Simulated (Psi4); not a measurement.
dimethylamine (C2H7N), singlet, at a GFN2-xTB geometry. Base run: CAM-B3LYP/6-31G (Psi4).

Geometry (Å):
```xyz
10

C     -0.0357    -0.1981     1.2089
N     -0.0115     0.5808    -0.0115
C     -0.0313    -0.2456    -1.2002
H      0.7950    -0.9172     1.2887
H      0.0016     0.4763     2.0624
H     -0.9723    -0.7554     1.2460
H      0.8175     1.1687    -0.0215
H      0.7996    -0.9671    -1.2486
H      0.0092     0.3948    -2.0796
H     -0.9678    -0.8039    -1.2188
```
Charge 0, spin multiplicity 1.
All else is at Psi4's defaults (density fitting, Cartesian functions).

The base run was repeated with changes; each row names its change, and settings that it needs were set with it.

| change | E (Eh) | dipole (D) | core-seconds (rough) |
|---|---|---|---|
| base | -135.03766 | 1.28 | 7 |
| functional = wb97x | [?] | 1.32 | 6 |
| functional = wb97x-v | -135.07214 | 1.32 | 100 |
| functional = hf (with energy('scf')) | -134.17682 | 1.43 | 2 |
| functional = b3lyp | -135.12115 | 1.23 | 5 |
| functional = pw6b95 | [?] | 1.27 | 7 |
| functional = tpssh | [?] | [?] | 10 |
| functional = scan | -135.04384 | 1.23 | 10 |
| functional = m06-2x | -135.04301 | 1.32 | 7 |
| functional = m06 | -135.01622 | 1.29 | 7 |
| functional = mn15 | [?] | 1.27 | 7 |
| functional = hse06 | -134.96119 | 1.28 | 10 |
| functional = pbe0 | -134.95014 | 1.29 | 5 |

Fill in the missing entries.


- functional = wb97x, E (Eh): -135.07910
- functional = pw6b95, E (Eh): -135.28001
- functional = tpssh, E (Eh): -135.12763
- functional = tpssh, dipole (D): 1.24
- functional = mn15, E (Eh): -134.93453

Absolute energies of different levels of theory aren't comparable as measures of quality.
